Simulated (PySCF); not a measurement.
C2H8O3Si.

```xyz
14

C      2.6216    -0.1824    -0.9838
O      1.3208    -0.3756    -0.4927
C      0.7395     0.7834     0.0886
Si    -0.9965     0.2449     0.6199
O     -2.0049     0.6565    -0.6408
O     -0.8966    -1.3914     0.8886
H      2.6469     0.5858    -1.7819
H      2.9716    -1.1379    -1.4017
H      3.3191     0.1333    -0.1819
H      0.7001     1.6194    -0.6385
H      1.3399     1.1351     0.9544
H     -1.4698     0.8770     1.8780
H     -2.9298     0.3929    -0.5660
H     -0.1472    -1.7561     0.3904
```

The structure is a stationary point at B3LYP-D3(BJ)/def2-SVP. One conformer was computed; it need not be the lowest.

The numbers are results of PySCF with HF/pcSseg-1, not measurements. Non-relativistic, no solvent.

Computed absolute GIAO shielding of each atom: isotropic value and principal components (ppm):
```json
[
 {"atom": "C1", "σ(iso)": "133.1", "σ11": "105.5", "σ22": "107.4", "σ33": "186.5", "span": "81.1"},
 {"atom": "O2", "σ(iso)": "363.1", "σ11": "353.4", "σ22": "355.8", "σ33": "380.0", "span": "26.6"},
 {"atom": "C3", "σ(iso)": "134.8", "σ11": "108.5", "σ22": "115.3", "σ33": "180.7", "span": "72.2"},
 {"atom": "Si4", "σ(iso)": "419.1", "σ11": "402.8", "σ22": "425.5", "σ33": "429.0", "span": "26.2"},
 {"atom": "O5", "σ(iso)": "286.6", "σ11": "255.5", "σ22": "298.4", "σ33": "306.0", "span": "50.5"},
 {"atom": "O6", "σ(iso)": "297.4", "σ11": "255.6", "σ22": "302.1", "σ33": "334.5", "span": "78.9"},
 {"atom": "H7", "σ(iso)": "28.6", "σ11": "24.8", "σ22": "26.3", "σ33": "34.9", "span": "10.1"},
 {"atom": "H8", "σ(iso)": "28.1", "σ11": "23.7", "σ22": "25.6", "σ33": "35.1", "span": "11.4"},
 {"atom": "H9", "σ(iso)": "28.8", "σ11": "25.0", "σ22": "26.3", "σ33": "35.0", "span": "10.0"},
 {"atom": "H10", "σ(iso)": "29.0", "σ11": "25.7", "σ22": "27.7", "σ33": "33.5", "span": "7.8"},
 {"atom": "H11", "σ(iso)": "29.2", "σ11": "25.7", "σ22": "27.5", "σ33": "34.5", "span": "8.8"},
 {"atom": "H12", "σ(iso)": "27.5", "σ11": "24.0", "σ22": "25.1", "σ33": "33.5", "span": "9.6"},
 {"atom": "H13", "σ(iso)": "29.4", "σ11": "21.3", "σ22": "23.5", "σ33": "43.5", "span": "22.1"},
 {"atom": "H14", "σ(iso)": "28.0", "σ11": "17.4", "σ22": "25.9", "σ33": "40.6", "span": "23.2"}
]
```
